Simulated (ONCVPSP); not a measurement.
# An all-electron radial function and its pseudo partner (Ga)

Columns: radius, all-electron u(r) and pseudo u(r) of the 3d shell (level -19.16 eV) of gallium in the configuration [Ne] 3s2 3p6 3d10 4s2 4p1; PBEsol, scalar-relativistic, ONCV scheme, ONCVPSP 4.0.1.

```csv
r (bohr),all-electron,pseudo
0.068,0.0606,0.0146
0.135,0.2623,0.1027
0.202,0.5156,0.2944
0.270,0.7468,0.5658
0.338,0.9191,0.8445
0.405,1.0273,1.0549
0.473,1.0827,1.1656
0.540,1.0958,1.1803
0.608,1.0795,1.1345
0.675,1.0440,1.0666
0.742,0.9967,1.0009
0.810,0.9418,0.9418
0.878,0.8839,0.8837
0.945,0.8262,0.8261
1.013,0.7687,0.7686
1.080,0.7140,0.7138
1.148,0.6610,0.6609
1.215,0.6118,0.6117
1.283,0.5649,0.5648
1.350,0.5218,0.5217
1.418,0.4811,0.4810
1.485,0.4439,0.4439
1.553,0.4090,0.4089
1.620,0.3772,0.3772
1.688,0.3474,0.3474
1.755,0.3204,0.3203
```

Question: How many radial nodes do the two functions have?

Answer: The all-electron 3d function has n − l − 1 = 0; the pseudo-wave has 0.

Question: At about which radius was the pseudo-wave matched?

Answer: 0.85 bohr, where the columns begin to agree (steps of 0.07 bohr).

Question: Where does each function peak?

Answer: Outermost all-electron maximum near 0.54 bohr, pseudo maximum near 0.54 bohr (to the table’s step).

Question: Is the pseudo-wave norm-conserving?

Answer: Yes: the ONCV scheme keeps the norm inside the radius equal to the all-electron one, which fixes the energy derivative of the logarithmic derivative at the level.
